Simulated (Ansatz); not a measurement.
An input meant for Si(CN)2H2 (C₂H₂N₂Si) (charge 0, singlet; atoms displaced at random, 0.03 Å in each coordinate).

```yaml
crystal:
  periodic: [false, false, false]
  atoms:
    - {symbol: Si, position_ang: [-0.508277, 0.038546, -0.331940]}
    - {symbol: C, position_ang: [-0.421045, 0.014138, 1.514441]}
    - {symbol: N, position_ang: [-0.441226, 0.015994, 2.680541]}
    - {symbol: C, position_ang: [1.276308, -0.022471, -0.894563]}
    - {symbol: N, position_ang: [2.374442, -0.092342, -1.284346]}
    - {symbol: H, position_ang: [-1.133781, 1.171427, -0.791801]}
    - {symbol: H, position_ang: [-1.171672, -1.202508, -0.797088]}
basis:
  gaussian: {orbitals: "6-31++G**"}
hamiltonian: {xc: {name: PBE1PBE}, pseudopotentials: {relativity: none}}
scf: {lower_state_search: full}
```

```sh
$ ansatz run in.yaml --threads 4 --pin off --events-out ev --progress --plain --max-ram 3916MiB
```

Output, abridged:

```
Error: YAML parse error: error: line 13 column 19: hamiltonian.xc: no functional is named "PBE1PBE"; the names, which are not case-sensitive, are SVWN5, SPW92, PBE, PBE0, PBEsol, revPBE, revPBE0, RPBE, rPW86-PBE, HSE06, wPBEh, LC-wPBE, HISS, HF, BLYP, B3LYP, B3LYP5, BHLYP, CAM-B3LYP, r2SCAN, r2SCANh, r2SCAN0, r2SCAN50, m-r2SCAN, B97, wB97, wB97X, wB97X-V, B97M-V, wB97M-V, B2PLYP, B2GP-PLYP, PBE0-DH, PBE-QIDH
11 | basis:
12 |   gaussian: {orbitals: "6-31++G**"}
13 | hamiltonian: {xc: {name: PBE1PBE}, pseudopotentials: {relativity: none}}
14 | scf: {lower_state_search: full}
```

Something in this input is off. What?

The method's name isn't one that the program takes here. The program refused the input.
